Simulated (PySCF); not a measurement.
Start geometry of `C#CB(F)B[SiH2]F` from a GFN2-xTB structure with every atom displaced at random (by about 0.01 Å) (Å):
```
atom  x, y, z in Å
C1     2.8506   -0.5899   -0.5062
C2     1.9004   -0.4564    0.2516
B3     0.6953   -0.3113    1.1898
F4     1.0164    0.1425    2.4216
B5    -0.7784   -0.6773    0.6046
Si6   -1.8417    0.6848   -0.3220
F7    -1.0047    2.0703   -0.4657
H8     3.6614   -0.6516   -1.1735
H9    -1.2268   -1.7467    0.6767
H10   -2.1673    0.3902   -1.7096
H11   -3.0671    1.1196    0.3718
```

Question: What comes out of this run: PySCF 2.14.0, PBE0-D3(BJ)/def2-SVP geometry optimisation, gas phase?

Answer: 
```
atom  x, y, z in Å
C1     2.7823   -0.5241   -0.5159
C2     1.9239   -0.3951    0.3401
B3     0.7298   -0.2756    1.2934
F4     0.9036    0.1640    2.5357
B5    -0.7530   -0.6799    0.6150
Si6   -1.7916    0.7130   -0.3842
F7    -1.0002    2.1435   -0.3558
H8     3.5537   -0.6292   -1.2589
H9    -1.1970   -1.8058    0.6269
H10   -1.9891    0.3408   -1.8181
H11   -3.1249    0.9216    0.2612
```

The energy falls by 5.1 kcal/mol over 10 energy and gradient evaluations, the largest force component goes from 0.0337 to 3.7e-04 Eh/bohr, and the atoms move by 0.125 Å rms after alignment. The bond that changes most is B3–B5 (both ends three-coordinate boron), which lengthens by 0.053 Å. Bonds longer at the end by more than 0.005 Å: 7 of 10; shorter: 1. Among the angles that change most is C2–B3–F4, from 113.7° to 120.3°. Rotational constants go from 2993, 1163, 1028 to 2817, 1186, 1035 MHz. The orientation of the end geometry is arbitrary; only internal coordinates are fixed.

The run used 122 basis functions and 70 SCF cycles in all.

No frequency check. The numbers are those of one conformer.
